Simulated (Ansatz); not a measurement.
Start from `[Cl][Al]([Br])[Br]` and change one atom or group to get `[Br][AlH][Br]`.

Ansatz, PBE0-D4/def2-TZVP geometries, multiplicity 1. 

Scalar relativity is left out up to krypton. Spin–orbit coupling is left out; it splits and shifts lone-pair levels of the heavy atoms by tenths of an eV.

| property | `[Cl][Al]([Br])[Br]` |
| --- | --- |
| LUMO energy (ωB97M-V/def2-TZVPP) / eV | 0.29 |
| HOMO–LUMO gap (PBE/def2-TZVPP) / eV | 5.19 |
| ideal-gas entropy at 298 K and 1 bar (rigid rotor, harmonic PBE0-D4/def2-TZVP) / J/(mol·K) | 346 |
| LUMO energy (PBE/def2-TZVPP) / eV | -2.29 |
| size of the dipole moment (PBE/def2-TZVPP) / D | 0.18 |
| HOMO energy (PBE/def2-TZVPP) / eV | -7.48 |

(1) What does the change do to each property? (An estimate is asked.)

## Answers

(1) Computed: 
```tsv
property	`[Br][AlH][Br]`	shift
LUMO energy (ωB97M-V/def2-TZVPP) / eV	0.02	-0.27
HOMO–LUMO gap (PBE/def2-TZVPP) / eV	4.99	-0.20
ideal-gas entropy at 298 K and 1 bar (rigid rotor, harmonic PBE0-D4/def2-TZVP) / J/(mol·K)	312	-34
LUMO energy (PBE/def2-TZVPP) / eV	-2.39	-0.10
size of the dipole moment (PBE/def2-TZVPP) / D	0.78	0.60
HOMO energy (PBE/def2-TZVPP) / eV	-7.38	0.10
```

With PBE0 the HOMO rises by 0.12 eV and the LUMO falls by 0.19 eV, so the gap narrows by about 0.31 eV. PBE moves the HOMO by 0.10 eV and ωB97M-V by 0.12 eV. Dipoles are sizes alone; their direction can turn.
